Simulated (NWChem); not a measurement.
System: AlAsH₃OF; SMILES [Al]([OH])([F])[AsH2]

The following NWChem deck was run.

```
start job
memory heap 200 mb stack 900 mb global 1100 mb
geometry units angstroms noautosym nocenter noautoz
  Al     0.030247     1.011953     0.236034
  As    -0.320504    -1.381221     0.348145
  H      0.206670    -1.483332    -1.097392
  H     -1.765359    -1.160572    -0.144599
  F     -1.104197     2.089228     0.855964
  O      1.498682     1.613907    -0.406562
  H      1.710696     2.560900    -0.435225
end
basis spherical
  * library cc-pvtz
end
dft
  xc pbe0
  iterations 150
  semidirect filesize 400000000
end
property
  efieldgrad
end
task dft property
```

NWChem printed, in part:

```
             Northwest Computational Chemistry Package (NWChem) 7.3.0
             --------------------------------------------------------

                             Geometry "geometry" -> ""
                             -------------------------

 Output coordinates in angstroms (scale by  1.889725989 to convert to a.u.)

  No.       Tag          Charge          X              Y              Z
 ---- ---------------- ---------- -------------- -------------- --------------
    1 Al                  13.0000     0.03024700     1.01195300     0.23603400
    2 As                  33.0000    -0.32050400    -1.38122100     0.34814500
    3 H                    1.0000     0.20667000    -1.48333200    -1.09739200
    4 H                    1.0000    -1.76535900    -1.16057200    -0.14459900
    5 F                    9.0000    -1.10419700     2.08922800     0.85596400
    6 O                    8.0000     1.49868200     1.61390700    -0.40656200
    7 H                    1.0000     1.71069600     2.56090000    -0.43522500

 Effective nuclear repulsion energy (a.u.)     303.7042579809

                              NWChem Property Module
                              ----------------------

  itol2e modified to match energy
  convergence criterion.

                                 NWChem DFT Module
                                 -----------------

 Summary of "ao basis" -> "ao basis" (spherical)
 ------------------------------------------------------------------------------
       Tag                 Description            Shells   Functions and Types
 ---------------- ------------------------------  ------  ---------------------
 Al                         cc-pvtz                 12       34   5s4p2d1f
 As                         cc-pvtz                 15       43   6s5p3d1f
 H                          cc-pvtz                  6       14   3s2p1d
 F                          cc-pvtz                 10       30   4s3p2d1f
 O                          cc-pvtz                 10       30   4s3p2d1f

  itol2e modified to match energy
  convergence criterion.

[...]

          -----------------------
          Electric field gradient
          -----------------------

 1 a.u. = 0.324123 10**(16) esu/cm**3  ( or statvolts/cm**2 ) = 0.97174 10**(22) v/m**2

 ------------------------------------------------------------
   Atom      X         Y         Z
 ------------------------------------------------------------
    1 Al   0.05716   1.91231   0.44604
 ------------------------------------------------------------

 Electric field gradient in molecular frame (a.u.)
         XX             YY             ZZ             XY             XZ             YZ
 ------------------------------------------------------------------------------------------
        0.230231       0.496732      -0.726962       0.145602      -0.574898       0.008134

 Principal components (a.u.) and orientation
 of principal axis w.r.t. absolute frame                      Asymmetry parameter eta
 --------------------------------------------------------------------------------------
       -0.999624       0.628063       0.371562                       0.256597

        0.427525       0.652750      -0.625413
       -0.046508       0.706791       0.705892
        0.902807      -0.272700       0.332528

 ------------------------------------------------------------
   Atom      X         Y         Z
 ------------------------------------------------------------
    2 As  -0.60566  -2.61013   0.65790
 ------------------------------------------------------------

 Electric field gradient in molecular frame (a.u.)
         XX             YY             ZZ             XY             XZ             YZ
 ------------------------------------------------------------------------------------------
       -1.014230       0.736509       0.277720      -0.021260       0.623726      -0.779167

 Principal components (a.u.) and orientation
 of principal axis w.r.t. absolute frame                      Asymmetry parameter eta
 --------------------------------------------------------------------------------------
        1.386835      -1.308415      -0.078420                       0.886908

       -0.170039       0.891778       0.419309
        0.758824      -0.152980       0.633074
       -0.628707      -0.425829       0.650690

 ------------------------------------------------------------
   Atom      X         Y         Z
 ------------------------------------------------------------
    3 H    0.39055  -2.80309  -2.07377
 ------------------------------------------------------------

 Electric field gradient in molecular frame (a.u.)
         XX             YY             ZZ             XY             XZ             YZ
 ------------------------------------------------------------------------------------------
        0.038115       0.071459      -0.109574       0.005058       0.066688      -0.017706

 Principal components (a.u.) and orientation
 of principal axis w.r.t. absolute frame                      Asymmetry parameter eta
 --------------------------------------------------------------------------------------
       -0.136844       0.073351       0.063493                       0.072034

       -0.357007      -0.125562       0.925624
        0.087717       0.982039       0.167046
        0.929974      -0.140830       0.339581

 ------------------------------------------------------------
   Atom      X         Y         Z
 ------------------------------------------------------------
    4 H   -3.33604  -2.19316  -0.27325
 ------------------------------------------------------------

[...]
```

Level: PBE0/cc-pVTZ. Geometry: optimised at PBE-D3(BJ)/def2-SVP. NWChem prints the field gradient with the sign opposite to the second derivative of the potential.
